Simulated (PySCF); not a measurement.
# Computed properties of SbF2Cl, SMILES [F][Sb]([F])[Cl]

SbF₂Cl, SMILES [Cl][Sb]([F])[F]. Geometry optimised at B3LYP-D3(BJ)/def2-SVP. The def2 effective core potentials stand for the cores of Sb; spin–orbit coupling is left out. The values are those of a single conformer. All values are computed for the isolated molecule unless a solvent is named; none is compared with measurement here.

**Structure.** The optimised structure has Cs symmetry. All 6 harmonic modes at B3LYP-D3(BJ)/def2-SVP (PySCF) are real, so it is a minimum. With heavy atoms numbered as in [Sb:1]([F:2])([F:3])[Cl:4], the shortest bond between them is Sb1–F2 at 1.932 Å and the longest Sb1–Cl4 at 2.374 Å.

**Vibrations.** The strongest infrared lines (harmonic, unscaled, degenerate partners summed) lie at 636 cm⁻¹ (73 km/mol, F 85 %, Sb 15 %), 643 cm⁻¹ (63 km/mol, F 87 %, Sb 13 %), 372 cm⁻¹ (61 km/mol, Cl 74 %, Sb 25 %). The softest mode is at 149 cm⁻¹ and the zero-point energy is 3.1 kcal/mol.

**Electronic structure.** PBE0/def2-TZVPD (PySCF) places the frontier levels at -9.32 and -2.12 eV, a gap of 7.20 eV, and gives a dipole moment of 3.56 D and a mean polarisability of 53.9 bohr³.

**Excitations.** TDA-CAM-B3LYP/def2-SVPD (PySCF) has S1 at 6.24 eV (199 nm, f = 0.035, weak); the most intense of the 10 singlets computed lies at 7.95 eV (f = 0.27). T1 (TDA) is at 5.07 eV, 1.17 eV under S1. No vertical singlet excitation falls in the visible range (under 3.1 eV).
